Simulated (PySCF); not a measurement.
Job for PySCF: R-M06-2X/6-31G* on C2H7N (a complex), monomers drawn apart or pushed together.

```python
from pyscf import gto, scf, dft, mp
from pyscf.data.elements import chemcore

mol = gto.M(
    atom='''
    N     0.12295515   -0.08712477   -0.16612172
    H     0.32890160    0.70779345   -0.76037602
    H     0.72356996   -0.84903293   -0.45978954
    H    -0.83349680   -0.36547020   -0.35436487
    C    -0.42580314   -0.31956906    3.89027031
    C     0.36840231    0.41381814    3.12284014
    H    -1.11667355   -1.03890517    3.46561579
    H    -0.42150810   -0.23501454    4.97082370
    H     1.05668330    1.13094574    3.55674166
    H     0.36150423    0.32554521    2.04155115
    ''',
    basis='6-31g*',
    cart=True,
    charge=0, spin=0, verbose=3, max_memory=1800)
mf = dft.RKS(mol, xc='m062x')
mf.conv_tol = 1e-8
mf.max_cycle = 100
mf.kernel()
if not mf.converged:
    mf = mf.newton().run(mf.mo_coeff, mf.mo_occ)
```

Problem. Give the final energy of this run.

Solution. -135.0528 hartree.
